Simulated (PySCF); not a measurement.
Exercise with solution: chemical shift, span and skew from a shielding tensor

C₂H₆BNO, SMILES NB1CCO1. Atoms are numbered in the order given.

```xyz
11

N      0.0490    -1.9167     0.0000
B      0.0449    -0.5209     0.0000
C      1.0981     0.6706     0.0000
C     -0.2209     1.4628     0.0000
O     -1.0700     0.2983     0.0000
H      0.8965    -2.4639     0.0000
H     -0.8050    -2.4583     0.0000
H      1.7208     0.7993    -0.8965
H      1.7208     0.7993     0.8965
H     -0.4020     2.0791    -0.8965
H     -0.4020     2.0791     0.8965
```
Charge 0, spin multiplicity 1.

The structure is a stationary point at PBE0-D3(BJ)/def2-SVP. This is a generated structure with no PubChem entry under its InChIKey; it may be hypothetical. One conformer was computed; it need not be the lowest.

GIAO shieldings from KT2/pcSseg-1 (PySCF), non-relativistic, no solvent. The symmetric part of the tensor of C4 has the principal values 91.1, 91.9, 158.5 ppm. The same nucleus in TMS has σ = 185.1 ppm at this level (PySCF, at its B3LYP-D3(BJ)/def2-TZVP geometry).

### Question
Work out the isotropic shielding, the ¹³C shift against TMS, the span and the skew.

### Answer

σ(iso) = (σ11 + σ22 + σ33)/3 = 113.8 ppm. δ = σ(ref) − σ(iso) = 185.1 − (113.8) = 71.3 ppm.
Span Ω = σ33 − σ11 = 67.4 ppm. Skew κ = 3(σ(iso) − σ22)/Ω = 0.98, an axial tensor. Tumbling in solution averages the tensor to δ; in a static solid the shielding alone would spread this spin-1/2 line over Ω.
